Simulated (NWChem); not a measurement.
Molecule: CH₂BF₃; SMILES FC(F)(B)F

```xyz
7

B     -0.0001     1.5569     0.4617
C      0.0005     0.0136     0.0516
F     -0.0155     0.0161    -1.3004
F     -1.0665    -0.6761     0.4665
F      1.0820    -0.6685     0.4410
H     -1.0554     2.1186     0.5805
H      1.0537     2.1260     0.5559
```
Atoms are numbered in this order, from 1.

Program: NWChem. STO-3G and 3-21G are far too small for this property and stand as cheap habits. All runs use the structure optimised with PBE0/def2-SVP. GIAO values for the isolated, static molecule; σ is the absolute isotropic shielding, δ = σ(reference) − σ with the isolated reference molecule computed at the same levels (11B: boron trifluoride, 13C: tetramethylsilane, 19F: trichlorofluoromethane, 1H: tetramethylsilane).

```csv
level,δ B1 (ppm),δ C2 (ppm),δ F3 (rotor mean) (ppm),δ H6 (ppm)
Hartree-Fock/STO-3G,68.8,93.9,-66.1,7.30
PBE0/pcSseg-1,68.2,130.3,-85.0,7.03
PBE/pcSseg-1,69.7,135.9,-96.3,7.10
```
